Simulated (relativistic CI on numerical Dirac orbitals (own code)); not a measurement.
V4+: 3s photoemission

Computed with this model: Dirac-Coulomb-Breit CI, KLI orbitals optimised for each configuration, model QED (radiative potential, 1s self-energy scaled to tabulated hydrogen-like ionisation energies), valence Slater integrals scaled by 0.7, multiplet model of photoemission in the sudden approximation; configurations [Ar] 3d → [Ne] 3s 3p6 3d; 300 K; Lorentzian 2.1 eV and Gaussian 0.6 eV FWHM. Energies are those of the free ion, without screening or charge transfer. The energies are binding energies and can lie tens of eV above those of solids. Without intra-shell correlation the exchange splitting of an s hole comes out too large, often by half or more. S is read from ⟨S²⟩ = S(S + 1).

Computed curve for free ion, scaled to 100 at the maximum (points under 2 are left out and the grid is thinned):

```tsv
Energy (eV)	Intensity
131.0	2.1
131.2	2.2
131.6	2.4
131.8	2.5
132.2	2.8
132.4	3.0
132.8	3.4
133.0	3.6
133.4	4.1
133.6	4.4
134.0	5.1
134.2	5.5
134.6	6.5
134.8	7.1
135.2	8.5
135.4	9.4
135.8	11.7
136.0	13.1
136.4	16.9
136.6	19.4
137.0	26.2
137.2	30.8
137.6	43.8
137.8	52.5
138.2	73.9
138.4	85.1
138.8	99.8
139.0	100.0
139.4	86.3
139.6	75.8
140.0	56.4
140.2	48.9
140.6	39.3
140.8	36.8
141.2	35.7
141.4	36.7
141.8	40.1
142.0	41.1
142.4	39.0
142.6	35.8
143.0	27.6
143.2	23.6
143.6	17.2
143.8	14.8
144.2	11.2
144.4	9.9
144.8	7.9
145.0	7.1
145.4	5.9
145.6	5.4
146.0	4.6
146.2	4.2
146.6	3.7
146.8	3.4
147.2	3.0
147.4	2.8
147.8	2.5
148.0	2.4
148.4	2.2
148.6	2.1
```

The ground state has S = 0.50, and the centroid lies at 139.70 eV.
